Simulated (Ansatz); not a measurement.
Molecule: CdF₂, charge 0, multiplicity 1. 
Structure (B3LYP-D3(BJ)/def2-TZVP (Ansatz, a quantum-chemistry and plane-wave program) minimum search):
```xyz
3

Cd     0.0000     0.0000     0.0000
F      0.0000     0.0000    -1.9335
F      0.0000     0.0000     1.9335
```

Parts of the frozen-core correlation energy in def2-QZVPP (Ansatz, hartree). Frozen orbitals: 6; correlated occupied orbitals by spin: 13 and 13; virtual: 183 and 183. No spin-orbit coupling. In def2 rows, elements after Kr have scalar-relativistic effective core potentials.

| term | value |
|---|---|
| reference (HF) | -365.87367 |
| MP2 opposite-spin | -0.72372 |
| MP2 same-spin | -0.31606 |
| CCSD correlation | -0.99617 |
| (T) | -0.03627 |
| T1 diagnostic | 0.019 |
| largest doubles amplitude | 0.020 |
